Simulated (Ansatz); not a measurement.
Relaxation of C2H5FSi2 (10 atoms, charge 0, multiplicity 1), to a largest force component of 0.015 eV/Å in at most 40 steps.

Theory: Ansatz 0.2.0, RKS PBE/def2-SVP.

```xyz
10
Properties=species:S:1:pos:R:3:forces:R:3
C -1.338 0.957 0.492 -3.62 4.92 0.04
C -0.331 0.250 0.134 0.56 -0.41 -0.66
Si -0.010 -1.357 0.651 1.47 -2.78 1.92
Si 1.038 0.700 -0.937 -0.25 0.42 -1.10
F 0.771 0.032 -2.409 0.29 -0.10 -0.41
H -1.539 2.025 0.094 0.45 -0.92 0.45
H -2.131 0.644 1.164 -0.45 -0.50 0.47
H -0.667 -2.463 -0.065 -0.11 -0.31 -0.45
H -0.131 -1.538 2.186 0.31 0.08 -0.68
H 2.375 0.564 -0.455 1.35 -0.39 0.42
```

Where does it end, and by what steps?

The run converged. After 28 steps the energy has fallen by 2.275 eV; H10 moved furthest, 2.08 Å. Parted: Si4–H10. Joined: Si3–H10.

| step | energy less start (eV) | largest force component (eV/Å) | accepted |
| --- | --- | --- | --- |
| 0 | 0.0000 | 4.917 | yes |
| 1 | -0.7177 | 2.268 | yes |
| 2 | -0.9125 | 1.365 | yes |
| 3 | -0.9900 | 0.825 | yes |
| 4 | -1.0370 | 0.279 | yes |
| 5 | -1.0845 | 0.606 | yes |
| 6 | -1.1915 | 0.734 | yes |
| 7 | -1.3612 | 0.576 | yes |
| 8 | -1.5815 | 0.665 | yes |
| 9 | -1.7845 | 0.799 | yes |
| 10 | -1.7899 | 1.535 | yes |
| 11 | -1.9027 | 0.387 | yes |
| 12 | -1.9277 | 0.468 | yes |
| 13 | -1.9418 | 0.238 | yes |
| 14 | -1.9525 | 0.133 | yes |
| 15 | -1.9667 | 0.151 | yes |
| 16 | -2.0027 | 0.378 | yes |
| 17 | -2.0348 | 0.620 | yes |
| 18 | -2.0653 | 0.895 | yes |
| 19 | -2.0912 | 1.228 | yes |
| 20 | -2.1649 | 0.567 | yes |
| 21 | -2.2279 | 0.179 | yes |
| 22 | -2.2440 | 0.319 | yes |
| 23 | -2.2564 | 0.282 | yes |
| 24 | -2.2718 | 0.148 | yes |
| 25 | -2.2745 | 0.038 | yes |
| 26 | -2.2751 | 0.037 | yes |
| 27 | -2.2751 | 0.042 | yes |
| 28 | -2.2754 | 0.011 | yes |

```xyz
10
Properties=species:S:1:pos:R:3
C -1.315 1.164 0.593
C -0.391 0.440 -0.097
Si 0.321 -1.195 0.526
Si 0.105 1.247 -1.750
F 1.204 0.111 -2.275
H -1.715 2.122 0.199
H -1.725 0.856 1.574
H 0.019 -2.298 -0.451
H -0.281 -1.545 1.863
H 1.814 -1.089 0.674
```

Run time: 61 s on 2 threads of Arm Neoverse V1 (shared host), peak memory 0.14 GiB.
